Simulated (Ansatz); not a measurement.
A run for Ansatz (a quantum-chemistry and plane-wave program): U-wB97M-V/def2-TZVPP on BSe, 2S+1 = 2, a spin state set in the input, which need not be the lowest, a point of a bond scan (R = 1.748 Å).

Ansatz 0.2 input:
```yaml
crystal:
  periodic: [false, false, false]
  atoms:
    - {symbol: B, position_ang: [0.00000000, 0.00000000, 0.00000000]}
    - {symbol: Se, position_ang: [0.00000000, 0.00000000, 1.74764500]}
basis:
  gaussian:
    orbitals: def2-TZVPP
    pivot_positions_ang: [[0.00000000, 0.00000000, 0.00000000], [0.00000000, 0.00000000, 1.74764500]]
hamiltonian:
  xc: {name: wB97M-V}
magnetization: {spin_polarized: true, initial_magnetization: 1}
output: {forces: true, orbitals: {seedname: ./end}}
```

It printed:

```
WARN ansatz: RAYON_NUM_THREADS=2 ignored (pool sized by the plan → 2); use --threads N
Functional definition: wB97M-V
integrals: 0.02 GiB planned
564 factors; their error is unknown
integrals: 0.06 GiB planned
118 factors; integrals over basis functions are off by at most 3.2e-5 eV
mean field: 0.43 GiB planned
mean field evaluation 1: about -66018.8773 eV, gradient 7.7e0 eV
mean field evaluation 2: about -66019.1133 eV, gradient 7.7e0 eV
mean field evaluation 4: about -66019.5440 eV, gradient 9.7e-1 eV
mean field evaluation 8: about -66019.5881 eV, gradient 1.2e-1 eV
mean field evaluation 16: about -66019.8299 eV, gradient 1.8e-4 eV
mean field -66019.82988931 eV, -2426.1839985841 hartree, gradient 4.9e-5 eV, S^2 0.768251; 0 other end points of the search recorded, 0 dependent functions left out
the calculation of the forces begins
reference -66019.82992083 eV, -2426.1839997425 hartree; 20, 19 occupied and 59, 60 virtual orbitals, 564 factors
Total energy: -66019.82992083 eV, -2426.1839997425 hartree
Atom 0 at     0.000000     0.000000     0.000000 Å, force    -0.000000    -0.000000     0.391936 eV/Å
Atom 1 at     0.000000     0.000000     1.747645 Å, force    -0.000000     0.000000    -0.391936 eV/Å
Dipole moment:     0.000000    -0.000000    -0.130340 e Å
```

Self-consistency was reached.

Cost: about 4 core-seconds (a rough figure).
